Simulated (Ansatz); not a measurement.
Gas-phase electronic energies from Ansatz, PBE0-D4/def2-TZVP geometries. CBS: MP2 limit from def2 TZ/QZ plus the TZ coupled-cluster correction, frozen cores. This one scheme is used for every species. DFT in def2-TZVPP. For Se outer-core shells are correlated without core-valence functions, which leaves a few kJ/mol of doubt a bond. Scalar relativity is left out up to krypton. Each species was taken in one conformer, which may not be the lowest.

`[SeH][SiH]([SeH])[SeH]` + BH₃ → `B[SeH]` + `[SeH][SiH2][SeH]`  (formal exchange of groups at the Se–Si bond)

`[SeH][SiH]([SeH])[SeH]`:

```xyz
8

Se    1.131   -0.031    2.027
Si    0.143    0.413    0.031
Se   -1.841   -0.637   -0.327
Se    1.542   -0.294   -1.612
H     1.037   -1.483    1.823
H    -0.040    1.884    0.045
H    -2.534    0.169    0.689
H     0.563   -0.021   -2.676
```

BH₃:

Z-matrix (Å, degrees):
```
B
H 1 1.193
H 1 1.193 2 120.0
H 1 1.193 2 120.0 3 180.0
```

`B[SeH]`:

Z-matrix (Å, degrees):
```
B
Se 1 1.899
H 1 1.189 2 121.0
H 1 1.191 2 115.7 3 180.0
H 2 1.470 1 97.7 3 0.0
```

`[SeH][SiH2][SeH]`:

Cartesian coordinates in Å:
```
Se 1.084 -1.618 -0.409
Si 0.207 0.218 0.604
Se -1.426 1.257 -0.591
H -0.230 -2.259 -0.555
H -0.456 -0.104 1.890
H 1.386 1.087 0.830
H -0.565 1.419 -1.770
```

```json
{"level": "r2SCAN-D4", "ΔE (kcal/mol)": "-9.4"}
{"level": "B2PLYP", "ΔE (kcal/mol)": "-9.1"}
{"level": "MP2/def2-TZVPP", "ΔE (kcal/mol)": "-7.1"}
{"level": "SCS-MP2/def2-TZVPP", "ΔE (kcal/mol)": "-7.3"}
```

(1) What does CCSD(T)/CBS give? (Estimate.)

Largest T1 diagnostic among the species: 0.013.

Answers

(1) Computed: -7.7 kcal/mol. The listed levels differ from it by -1.7, -1.4, 0.6, 0.4 kcal/mol.

From PBE to PBE0 (25 % exact exchange), in def2-TZVPP and without D4, ΔE moves by +1.4 kcal/mol. The D4 term adds +2.7 kcal/mol with B3LYP and +1.5 kcal/mol with PBE0; it sums over pairs of atoms, weighted by their polarisabilities, and B3LYP, whose exchange is more repulsive, gets the larger term.

B3LYP here is the variant with VWN-RPA as its local correlation; programs differ in this.
